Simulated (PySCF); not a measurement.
Species: C6H10FO (doublet state).
Cartesian coordinates in Å at the GFN2-xTB level; atoms count from 1:
```xyz
18
C6H10FO angstrom
C     -1.507    1.137    0.830
C     -0.946   -0.095    0.230
C     -1.312   -0.486   -1.146
F     -0.708    0.333   -2.118
C      0.180   -0.762    0.923
C      1.361    0.157    0.571
C      2.178   -0.282   -0.609
O      1.540    1.190    1.167
H     -0.692    1.792    1.158
H     -2.095    0.907    1.723
H     -2.135    1.675    0.125
H     -0.992   -1.503   -1.393
H     -2.388   -0.374   -1.324
H      0.351   -1.777    0.568
H      0.039   -0.746    2.004
H      2.503   -1.314   -0.491
H      3.042    0.368   -0.721
H      1.571   -0.214   -1.509
```

The hyperfine couplings belong to this conformer and change with its torsions.

The species is `C[C](CF)CC(C)=O` [radical].

Level of theory: UKS B3LYP, pcH-1 on C F H O, non-relativistic, mean-field spin-orbit, GIAO (PySCF 2.14.0). One conformer (not necessarily the lowest) at the GFN2-xTB geometry, without solvent, vibrations or thermal averaging. Couplings are sensitive to structure, and on GFN2-xTB geometries they can be far from those on DFT ones. Stability of the SCF solution: not tested.

(1) Break the g tensor into its mass correction, gauge correction and orbital-Zeeman/spin–orbit terms.

(2) At 9.438 GHz, how far is the centre of the isotropic spectrum from where a free electron (g = 2.002319) resonates?

(3) What are the electron Larmor frequencies g μB B/h along the three axes at 1200 mT?

(4) In a frozen sample, at which fields do the three g values resonate at 9.5, 34, 94 and 263 GHz (hyperfine left aside), and which band first spreads them over more than twice a line width of 1.0 mT?

Results:

(1) 
```csv
Δg (ppm),1,2,3
relativistic mass correction,-175,-175,-175
gauge correction,5,46,38
orbital Zeeman/spin–orbit,107,547,898
total,-64,418,761
```

So g = 2.00226, 2.00274, 2.00308 and g_iso = 2.00269; the tensor is rhombic: the two nearest values differ by 42 % of g3 − g1. 

(2) B = hν/(g μB) with μB/h = 13.99624 MHz/mT gives 336.77 mT for the free electron and 336.71 mT at g_iso, 0.06 mT lower.

(3) 33.6289, 33.6370, 33.6427 GHz for g1, g2 and g3, a range of 13.9 MHz.

(4) 
```
band    GHz  B(g3) mT  B(g2) mT  B(g1) mT  spread mT
   X    9.5    338.85    338.91    338.99       0.14
   Q   34.0   1212.74   1212.95   1213.24       0.50
   W   94.0   3352.88   3353.45   3354.26       1.38
   J  263.0   9380.93   9382.53   9384.79       3.87
```

The spread grows in proportion to the frequency. J band is the first where it exceeds 2.0 mT.

The Mulliken spin populations are largest on C2 (+0.89), C5 (-0.07) and C1 (-0.07). No atom but C2 exceeds +0.15. The positive populations add up to 1.17 and the negative ones to -0.17, together 2S = 1. The angles at C2 add up to 358.9°, so it is planar.

The HOMO–LUMO gaps are 5.02 eV among the α and 4.72 eV among the β orbitals.
